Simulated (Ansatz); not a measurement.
Reaction: H2Te (SMILES [TeH2]) → H2Te+ (parent SMILES [TeH2], doublet) + e-
Each species at its own B3LYP-D3(BJ)/def2-TZVP minimum (Ansatz, a first-principles code).

Wanted: adiabatic ionisation energy (electronic), in eV. UHF or UKS for unpaired electrons; spin-orbit terms are left out. Cores are frozen in correlated methods (noble-gas shells, and filled d and f shells in the p block). Past Kr the def2 sets carry scalar-relativistic core potentials. CBS(X,Y): correlation extrapolated as X^-3, Hartree-Fock from the larger set. A bracket is a step between two methods taken in the basis named. Spin-orbit terms, left out, reach several kcal/mol for Br and I, and more for heavier atoms. The spin of H2Te+ (parent SMILES [TeH2], doublet) was assumed, and the state is the lowest solution found for it.

CCSD(T)/CBS(def2-TZVPP,def2-QZVPP) + [CCSDT(Q) - CCSD(T)]/def2-QZVPP + [CCSDTQ - CCSDT(Q)]/def2-SVP (Ansatz) gives 9.10 eV.

Q: How far off this value is PBE/def2-TZVPD (Ansatz), in which direction, and how far these levels: B3LYP/def2-TZVPD, PBE0/def2-TZVPD, wB97M-V/def2-TZVPD, B2PLYP/def2-TZVPD, CCSD(T)/CBS(def2-TZVPP,def2-QZVPP)?

A: PBE gives 8.95 eV, 0.15 eV below it. Differences of the others: B3LYP/def2-TZVPD (Ansatz) -0.04; PBE0/def2-TZVPD (Ansatz) -0.12; wB97M-V/def2-TZVPD (Ansatz) -0.11; B2PLYP/def2-TZVPD (Ansatz) -0.16; CCSD(T)/CBS(def2-TZVPP,def2-QZVPP) (Ansatz) -0.01 eV.
